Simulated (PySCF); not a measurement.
Run record for `O=C1CCC[C@@H]1F`: PBE0/pcSseg-1, start guess sap, energy threshold 1e-07 Eh, full TDDFT, 3 singlets.

Method: TDDFT PBE0/pcSseg-1, vertical, gas phase, core orbitals frozen in the response (PySCF 2.14.0, density-fitted response routines). Geometry: GFN2-xTB. A driver script takes a list of jobs; this job's settings line and coordinates (Å) are shown.

Command:
```bash
OMP_NUM_THREADS=1 python probes_run.py task.json out
```

Input:
```
{"job": {"kind": "uv", "xc": "PBE0", "basis": "pcSseg-1", "nstates": 3, "ntriplets": 2, "tda": false, "scf": {"guess": "sap", "conv": 1e-07}}, "charge": 0, "multiplicity": 1}
O      0.174462     2.510520     0.421824
C      0.067894     1.336432     0.216652
C     -1.135775     0.468495     0.501952
C     -0.851098    -0.866340    -0.184088
C      0.672436    -0.991307    -0.136554
C      1.154813     0.432822    -0.389775
F      2.385856     0.677644     0.167408
H     -1.193757     0.349784     1.586876
H     -2.055884     0.950263     0.173952
H     -1.345645    -1.702328     0.306771
H     -1.186550    -0.831297    -1.221736
H      1.061100    -1.701893    -0.863080
H      1.003095    -1.295334     0.857996
H      1.248375     0.662067    -1.460365
```

Question: Predict the output.

Answer: 
```
final grid: 116456 points
cycle   1  E = -347.2510033354  dE =  1.657e+01  |g| = 7.911e+00  |ddm| = 3.408e+01
cycle   2  E = -288.0507339031  dE =  5.920e+01  |g| = 1.414e+01  |ddm| = 3.537e+01
cycle   3  E = -359.4656073858  dE = -7.141e+01  |g| = 6.146e+00  |ddm| = 1.219e+01
cycle   4  E = -355.1742617968  dE =  4.291e+00  |g| = 6.370e+00  |ddm| = 1.447e+01
cycle   5  E = -368.6714778422  dE = -1.350e+01  |g| = 1.878e+00  |ddm| = 1.363e+01
cycle   6  E = -368.9945401928  dE = -3.231e-01  |g| = 1.358e+00  |ddm| = 2.354e+00
cycle   7  E = -369.3307367200  dE = -3.362e-01  |g| = 3.854e-01  |ddm| = 1.176e+00
cycle   8  E = -369.3559013876  dE = -2.516e-02  |g| = 1.020e-01  |ddm| = 3.496e-01
cycle   9  E = -369.3578426466  dE = -1.941e-03  |g| = 4.673e-02  |ddm| = 1.129e-01
cycle  10  E = -369.3582880730  dE = -4.454e-04  |g| = 9.909e-03  |ddm| = 5.824e-02
cycle  11  E = -369.3583048319  dE = -1.676e-05  |g| = 3.454e-03  |ddm| = 1.061e-02
cycle  12  E = -369.3583072264  dE = -2.395e-06  |g| = 8.775e-04  |ddm| = 2.952e-03
cycle  13  E = -369.3583073652  dE = -1.389e-07  |g| = 1.806e-04  |ddm| = 9.525e-04
cycle  14  E = -369.3583073709  dE = -5.701e-09  |g| = 8.527e-05  |ddm| = 2.208e-04
converged SCF energy = -369.3583073709

Static polarisability (au): isotropic 52.656, principal 44.478 54.345 59.146

Singlet excitations
state   eV       nm        f      main configurations
  1   4.0431    306.7   0.00016   H->L 0.98
  2   7.1904    172.4   0.02293   H-1->L 0.92
  3   7.2150    171.8   0.00582   H->L+1 0.97

Triplet excitations (Tamm-Dancoff, eV): 3.4589 5.7539
```

H and L stand for HOMO and LUMO; the number after each pair is its weight.

Question: How does the lowest singlet excitation compare with the HOMO–LUMO gap?

Answer: HOMO -7.29 eV and LUMO -1.04 eV give a gap of 6.25 eV; S1 at 4.04 eV lies 2.21 eV below it.

Question: Give the mean polarisability as a volume in Å³, and the ratio of the largest to the smallest principal value.

Answer: 52.656 au × 0.148185 = 7.80 Å³; 59.146/44.478 = 1.33.

In short: SCF converged in 14 cycles with 154 basis and 795 fitting functions; HOMO -7.29 eV, LUMO -1.04 eV; lowest singlet 4.04 eV; lowest triplet 3.46 eV (Tamm–Dancoff); mean polarisability 52.7 au.

Question: Estimate the wall time. Hardware: one thread of an Arm Neoverse V1, no GPU, shared host with 64 logical CPUs at a one-minute load of 30. And the peak memory of the process?

Answer: About 18 s, with 0.68 GiB resident at the peak, the Python interpreter and its libraries included.

One conformer stands for the species.
